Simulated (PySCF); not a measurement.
A structure optimised at PBE-D3(BJ)/def2-SVP, used in a PySCF frequency run:

```xyz
9

Cl     1.9928    -0.2263    -0.1964
Si     0.0681     0.1455     0.5255
C     -1.2101     1.1517    -0.4379
N     -2.1005     0.2059    -0.4587
C     -1.4061    -0.9988     0.0855
H      0.2188     0.5252     1.9754
H     -1.4304     2.1639    -0.8283
H     -1.9912    -1.5018     0.8834
H     -1.2269    -1.7359    -0.7240
```

**Question.** Write its SMILES and formula.

**Answer.** Cl[Si@H]1C=NC1, C2H4ClNSi

**Question.** What are its rotational constants (standard atomic weights)?

**Answer.** 8.4787, 1.8569, 1.7203 GHz
